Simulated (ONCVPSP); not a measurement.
**Configuration tests for Ge (ONCV)**

Ge, optimised norm-conserving Vanderbilt (ONCV), made with ONCVPSP 4.0.1 (PW91, scalar-relativistic). Core [Ar], reference 3d10 4s2 (charge +2). Waves: 4s: rc 1.60 bohr, ncon 4, nbas 9, qcut 4 1/bohr, 2 projectors, debl 3.9 Ha; p scattering state at 0.02 Ha: rc 1.30 bohr, ncon 3, nbas 8, qcut 5.4 1/bohr, 2 projectors, debl 0.8 Ha; 3d: rc 1.15 bohr, ncon 4, nbas 8, qcut 16.2 1/bohr, 1 projector; f scattering state at 0.11 Ha: rc 1.35 bohr, ncon 4, nbas 8, qcut 8.3 1/bohr, 2 projectors, debl 0.6 Ha. Local part: polynomial inside 0.95 bohr (lpopt 4, dvloc0 0 Ha). Core correction: Teter function, fcfact 3, rcfact 1.5.

Energies are relative to the spin-unpolarised reference configuration 3d10 4s2; without spin polarisation the order of configurations can differ from experiment.

(1) Give the all-electron excitation energy and the error of the potential for: 3d10 4s2 4p2; 3d10 4s2 4p1; 3d10 4s1; 3d9 4s2 4p3.

Levels in the configuration 3d10 4s2 4p2:

| level | all-electron (eV) | pseudo (eV) |
| --- | --- | --- |
| 3d | -29.392 | -29.450 |
| 4s | -11.804 | -11.806 |
| 4p | -3.940 | -3.941 |

Note: ghosts flagged at negative energy: p at -107.3 eV; GHOST(+) flagged for s at 60.2 eV. A true bound ghost makes a file unfit for plane-wave use.

## Answers

(1)

| valence configuration | charge | ΔE all-electron (eV) | error AE − PS (meV) |
| --- | --- | --- | --- |
| 3d10 4s2 4p2 | 0 | -23.027 | +5.2 |
| 3d10 4s2 4p1 | +1 | -15.524 | +3.4 |
| 3d10 4s1 | +3 | 34.901 | +11 |
| 3d9 4s2 4p3 | 0 | 6.639 | -452 |
